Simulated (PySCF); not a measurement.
## A parent and its derivatives

Method: TDDFT CAM-B3LYP/def2-SVPD, vertical, gas phase, core orbitals frozen in the response in PySCF. Geometries: GFN2-xTB; one conformer of each isolated species. Triplets are in the Tamm–Dancoff approximation.

Parent: `n1(C)nncc1C`, with lowest singlet excitation energy 5.84 eV, mean static polarisability 65.9 au, HOMO energy -8.54 eV, LUMO energy 0.95 eV. Its spectrum: 212 nm (f 0.008); 186 nm (f 0.156); 183 nm (f 0.003); 170 nm (f 0.002); 170 nm (f 0.025).

Shifts from the parent:

```json
{"change": "CH3 replaced by C2H5", "SMILES": "CCc1cnnn1C", "Δ S1 (eV)": "+0.01", "Δ α (au)": "+11.7", "Δ HOMO (eV)": "+0.04", "Δ LUMO (eV)": "-0.05"}
{"change": "CH3 replaced by SCH3", "SMILES": "CSc1cnnn1C", "Δ S1 (eV)": "-0.54", "Δ α (au)": "+21.4", "Δ HOMO (eV)": "+0.77", "Δ LUMO (eV)": "-0.16"}
{"change": "CH3 replaced by CN", "SMILES": "Cn1nncc1C#N", "Δ S1 (eV)": "-0.58", "Δ α (au)": "+4.3", "Δ HOMO (eV)": "-1.01", "Δ LUMO (eV)": "-1.62"}
{"change": "H replaced by CH3", "SMILES": "Cc1nnn(C)c1C", "Δ S1 (eV)": "-0.01", "Δ α (au)": "+12.7", "Δ HOMO (eV)": "+0.42", "Δ LUMO (eV)": "+0.01"}
```

Q: Predict the same shifts for this change: CH3 replaced by ethynyl (`C#Cc1cnnn1C`).

A: Δ lowest singlet excitation energy -0.55 eV, Δ mean static polarisability +12.0 au, Δ HOMO energy 0.00 eV, Δ LUMO energy -1.01 eV. Spectrum: 5.29 eV (f 0.002); 5.56 eV (f 0.237); 5.89 eV (f 0.001); 6.27 eV (f 0.004); 6.49 eV (f 0.043). S1 falls most with CH3 replaced by CN (-0.58 eV), and none raises it by more than 0.03 eV. S1 is simply the lowest singlet of each species and needn't be the same kind of state throughout. Over these 5 changes the shifts of S1 and of the HOMO–LUMO gap correlate with r = 0.86.
